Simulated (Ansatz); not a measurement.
Start from `B1C=C1` and change one atom or group to get `CBC1=CB1`.

Ansatz, PBE0-D4/def2-TZVP geometries, multiplicity 1. Each molecule was computed in one conformer, which needn't be the lowest.

| property | `B1C=C1` |
| --- | --- |
| LUMO energy (ωB97M-V/def2-TZVPP) / eV | 1.93 |
| HOMO–LUMO gap (B3LYP/def2-TZVPP) / eV | 7.30 |
| LUMO energy (PBE0/def2-TZVPP) / eV | -0.27 |
| LUMO energy (PBE/def2-TZVPP) / eV | -1.43 |
| size of the dipole moment (B3LYP/def2-TZVPP) / D | 1.15 |
| LUMO energy (B3LYP/def2-TZVPP) / eV | -0.52 |

(1) What does the change do to each property? (Estimate.)

## Answers

(1) The calculation gave: 
```csv
property,`CBC1=CB1`,shift
LUMO energy (ωB97M-V/def2-TZVPP) / eV,1.10,-0.83
HOMO–LUMO gap (B3LYP/def2-TZVPP) / eV,6.48,-0.82
LUMO energy (PBE0/def2-TZVPP) / eV,-0.81,-0.54
LUMO energy (PBE/def2-TZVPP) / eV,-1.78,-0.35
size of the dipole moment (B3LYP/def2-TZVPP) / D,0.92,-0.23
LUMO energy (B3LYP/def2-TZVPP) / eV,-1.02,-0.50
```

With PBE0 the HOMO rises by 0.33 eV and the LUMO falls by 0.54 eV, so the gap narrows by about 0.87 eV. PBE moves the HOMO by 0.24 eV and ωB97M-V by 0.36 eV. The zero-point energy changes by 104.5 kJ/mol with +15 modes. Dipoles are sizes alone; their direction can turn.

B3LYP here is the variant with VWN-RPA as its local correlation; programs differ in this.
